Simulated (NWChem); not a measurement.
Molecule: CH4Cl2Sn; SMILES [CH3][SnH]([Cl])[Cl]

```xyz
8

Sn    -0.2885     0.3117     0.0000
C     -2.0266    -0.9190     0.0000
Cl     0.9995    -0.2556    -1.8835
Cl     0.9995    -0.2556     1.8835
H     -0.4474     2.0123     0.0000
H     -2.6220    -0.7122    -0.8998
H     -2.6220    -0.7122     0.8998
H     -1.7076    -1.9697     0.0000
```
Atoms are numbered in this order, from 1.

Geometry: optimised at PBE0/def2-SVP. No frequency run checked for a minimum. def2 effective core potentials on Sn; no spin-orbit coupling.

Symmetry labels are those of Cs in the frame above (b1 and b2, or b-type labels, depend on it).

List the 4 lowest vertical singlet excitations from PBE0/def2-SVPD with def2 effective core potentials on Sn, TDA (NWChem).


```csv
state,energy (eV),oscillator strength,symmetry,leading excitation (squared amplitude)
S1,6.06,0.061,a',HOMO → LUMO (0.92)
S2,6.21,0.032,a",HOMO−1 → LUMO (0.91)
S3,6.26,0.000,a",HOMO−2 → LUMO (0.94)
S4,6.39,0.045,a',HOMO−3 → LUMO (0.93)
```
